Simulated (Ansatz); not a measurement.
Born–Oppenheimer molecular dynamics of CH5Ga (7 atoms, charge 0, multiplicity 1). It starts from a relaxed structure.

These are results of RKS PBE/def2-SVP (Ansatz 0.2.0), not measurements.

```
ensemble        : NVT, Langevin thermostat
time step       : 0.5 fs
steps asked     : 166
set temperature : 1500 K
friction        : 0.005 /fs
seed            : 620946
```

First frame:

```xyz
7
Properties=species:S:1:pos:R:3
Ga 0.010 0.001 -0.009
H -0.006 -0.002 1.579
H 1.407 -0.002 -0.762
C -1.702 0.004 -1.003
H -2.277 -0.913 -0.754
H -2.327 0.863 -0.681
H -1.567 0.050 -2.101
```

(1) How far do the bonds stretch over the last three quarters of this one trajectory? (Pairs bonded in most of those frames.)

Results:

(1) 
```tsv
bond	mean (Å)	spread (Å)	shortest	longest
Ga1–H2	1.607	0.045	1.53	1.71
Ga1–H3	1.623	0.087	1.46	1.80
Ga1–C4	2.029	0.079	1.90	2.16
C4–H5	1.126	0.059	1.03	1.23
C4–H6	1.138	0.092	0.98	1.28
C4–H7	1.116	0.047	1.04	1.22
```

Mean temperature of the second half: 1122 K. The mean temperature of the second half is 25 % below the set value. A run of 0.083 ps of so small a system gives no equilibrium averages.

The run took 4 min on 1 thread of Arm Neoverse V2 (shared host), peak memory 0.11 GiB.
